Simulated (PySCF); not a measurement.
# Constants of SrS, step by step

State: ¹Σ⁺, singlet, closed shell. De refers to Sr + S. RHF-based CCSD(T) in PySCF 2.14 with Sr cc-pwCVDZ-X2C, S aug-cc-pVDZ-DK and Sr cc-pwCVTZ-X2C, S aug-cc-pVTZ-DK (frozen core orbitals: 19; spin-free X2C with a Gaussian nucleus). Correlation energies are extrapolated as n⁻³ (n = 2, 3), Hartree–Fock as (n+1)·exp(−9√n). CV is the change on freezing 15 orbitals instead, in Sr cc-pwCVTZ-X2C, S cc-pCVTZ-DK.

```json
{"Level": "CCSD(T)/DZ", "Re (Å)": "2.5389", "ωe (cm⁻¹)": "339.4", "ωexe (cm⁻¹)": "1.33", "αe (cm⁻¹)": "0.000528", "De (eV)": "2.603"}
{"Level": "CCSD(T)/TZ", "Re (Å)": "2.4716", "ωe (cm⁻¹)": "371.6", "ωexe (cm⁻¹)": "1.29", "αe (cm⁻¹)": "0.000493", "De (eV)": "3.160"}
{"Level": "HF/CBS", "Re (Å)": "2.4636", "ωe (cm⁻¹)": "406.1", "ωexe (cm⁻¹)": "1.02", "αe (cm⁻¹)": "0.000383", "De (eV)": "1.516"}
{"Level": "MP2/CBS", "Re (Å)": "2.4340", "ωe (cm⁻¹)": "391.8", "ωexe (cm⁻¹)": "1.28", "αe (cm⁻¹)": "0.000478", "De (eV)": "3.624"}
{"Level": "CCSD/CBS", "Re (Å)": "2.4406", "ωe (cm⁻¹)": "398.4", "ωexe (cm⁻¹)": "1.16", "αe (cm⁻¹)": "0.000436", "De (eV)": "3.105"}
{"Level": "CCSD(T)/CBS", "Re (Å)": "2.4528", "ωe (cm⁻¹)": "382.1", "ωexe (cm⁻¹)": "1.26", "αe (cm⁻¹)": "0.000483", "De (eV)": "3.381"}
{"Level": "CCSD(T)/CBS+CV", "Re (Å)": "2.4505", "ωe (cm⁻¹)": "382.8", "ωexe (cm⁻¹)": "1.26", "αe (cm⁻¹)": "0.000482", "De (eV)": "3.393"}
```

Task: How much is left between CCSD(T)/TZ and the basis-set limit, and how much do the triples give at the limit?

Result: CCSD(T)/CBS less CCSD(T)/TZ: -18.8 mÅ in Re, +10.5 cm⁻¹ in ωe and +0.221 eV in De. CCSD(T)/CBS less CCSD/CBS: +12.2 mÅ in Re, -16.3 cm⁻¹ in ωe and +0.276 eV in De.

Task: What do the later terms add?

Result: CV: -2.3 mÅ in Re, +0.7 cm⁻¹ in ωe and +0.012 eV in De, each against the row above.

Measured (Huber and Herzberg, Constants of Diatomic Molecules (1979)): Re = 2.4405 Å, ωe = 388.38 cm⁻¹, ωexe = 1.31 cm⁻¹. The last row is off by 10.0 mÅ and -5.6 cm⁻¹.

The T1 diagnostic is 0.040, large enough to doubt a single reference. The open-shell atoms are computed with UHF. Spin–orbit coupling, excitations beyond (T) and corrections to the Born–Oppenheimer picture are left out.

The whole job (state search and all basis sets along the bond) took about 20 min on 4 threads of Intel Xeon Platinum 8259CL @ 2.50GHz (shared host), peak memory 5.9 GiB.
